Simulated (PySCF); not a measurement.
**Zn: excitation energy**

Zn [Ar] 3d10 4s2 (1S) → Zn [Ar] 3d9 4s2 4p1 (high-spin determinant), as a difference of total energies. Computed with PySCF 2.14 in aug-cc-pVDZ-DK (7s6p4d2f, 59 functions), with the spin-free X2C one-electron Hamiltonian (Gaussian nucleus). Correlated levels: valence: [Ar] frozen. The calculations carry no spin-orbit coupling.

```json
{"method": "UHF", "excitation energy (eV)": "8.951"}
{"method": "MP2 (valence)", "excitation energy (eV)": "11.580"}
{"method": "SCS-MP2 (valence)", "excitation energy (eV)": "11.255"}
{"method": "CCSD (valence)", "excitation energy (eV)": "10.872"}
{"method": "CCSD(T) (valence)", "excitation energy (eV)": "10.990"}
```

Problem. How much does correlation contribute at CCSD(T) (valence)?

Solution. 10.990 − (8.951) = 2.039 eV, measured against UHF.

The upper state lies above the first ionisation limit, where it may autoionise and the basis confines it.

The determinant of the upper state mixes LS terms, which raises its energy above the lowest term, most at the Hartree-Fock and MP2 levels.
